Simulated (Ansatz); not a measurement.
Stepwise reaction of aluminium trichloride with hydrogen sulfide, as a gas-phase model of exchange steps in deposition or etching. ΔE in kJ/mol; ΔG adds harmonic PBE0-D4 terms to CCSD(T)/CBS, at 1 bar.

Computed with Ansatz on PBE0-D4/def2-TZVP structures; ΔE is electronic, products minus reactants. CCSD(T)/CBS adds triple-zeta CCSD(T) − MP2 to the extrapolated MP2 energy (def2 sets, frozen cores). This one scheme is used for every species. DFT in def2-TZVPP. B3LYP here is the variant with VWN-RPA as its local correlation; programs differ in this. Each species was taken in one conformer, which may not be the lowest.

```json
{"step": "1", "reaction": "`[Cl][Al]([Cl])[Cl]` + H₂S → `[SH][Al]([Cl])[Cl]` + HCl", "PBE-D4": "35.7", "B3LYP-D4": "42.4", "ωB97M-V": "43.1", "CCSD(T)/CBS": "41.9", "ΔG(500 K)": "38.2"}
{"step": "2", "reaction": "`[SH][Al]([Cl])[Cl]` + H₂S → `[SH][Al]([SH])[Cl]` + HCl", "PBE-D4": "40.5", "B3LYP-D4": "47.2", "ωB97M-V": "47.7", "CCSD(T)/CBS": "46.2", "ΔG(500 K)": "51.4"}
```

Give the row of step 3, `[SH][Al]([SH])[Cl]` + H₂S → `[SH][Al]([SH])[SH]` + HCl. (Best estimate.)

Ansatz gave: 
```json
{"step": "3", "reaction": "`[SH][Al]([SH])[Cl]` + H₂S → `[SH][Al]([SH])[SH]` + HCl", "PBE-D4": "46.2", "B3LYP-D4": "52.3", "ωB97M-V": "53.3", "CCSD(T)/CBS": "50.9", "ΔG(500 K)": "44.8"}
```

By hand: ΔE of the 3 steps together at CCSD(T)/CBS.

(41.9) + (46.2) + (50.9) = 139.0 kJ/mol, or 46.3 kJ/mol a step.

In ΔE each step is higher than the one before. All are uphill at CCSD(T)/CBS. ΔG lies between 38.2 and 51.4 kJ/mol a step. PBE-D4 differs from CCSD(T)/CBS by -6.2 to -4.7 kJ/mol a step. Isolated molecules leave out the surface, adducts and barriers. Largest T1 diagnostic: 0.011.
